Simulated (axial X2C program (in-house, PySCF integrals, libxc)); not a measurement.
Worked dissociation energy of ZrB⁺: CCSD(T), without spin–orbit coupling

All values were computed with an axial X2C code built on PySCF integrals. Spin-free means the one-electron spin-free X2C Hamiltonian. Basis: Zr dyall-cv3z [11s12p9d6f3g], B dyall-v3z [7s6p2d1f] (cores contracted in-house); Gaussian nuclei, density fitting, unrestricted open shells. Masses: Zr 89.905 u, B 11.009 u.

Molecular state: M_S = 2, Λ = 2 (beyond evenly filled blocks: σα, π+α, π-α, δ+α).

Correlated methods: 14 electrons correlated (number of frozen shells: Zr 3 s, 2 p, 1 d; B 1 s), 288 virtual spin orbitals or spinors in MP2, 90 natural virtuals in coupled cluster.

```
E(Zr+) (2M_S = 3, M_L = 3) : -3596.324202 hartree
E(B) (2M_S = 1, M_L = 1)   : -24.606543 hartree
E(ZrB⁺) at Re              : -3621.020887 hartree
ωe                         : 553.6 cm⁻¹
```

Task: Work out De and D0.

Result: De = -3596.324202 + (-24.606543) − (-3621.020887) = 0.09014 hartree = 2.453 eV. The zero-point energy is ωe/2 = 277 cm⁻¹ = 0.034 eV, so D0 = 2.419 eV.

The state is one determinant whose occupation by symmetry is held fixed; it was picked as the lowest of a PBE0 search that is not exhaustive. De is counted from the lowest determinant-based energies of the atoms at the same level, without counterpoise correction. CCSD and (T) use frozen natural virtuals with an MP2 correction for the truncation; (T) itself is uncorrected, so its De runs slightly low. PBE0 can misorder states that lie within some tenths of an eV, so this need not be the ground state of the molecule. The nearest other spin-free determinant of the search, M_S = 2, Λ = 0, lies 0.17 eV up at the distance of the search.

Each atomic determinant is the lowest at this level and need not be a pure term. Totals compare only within one Hamiltonian and basis.
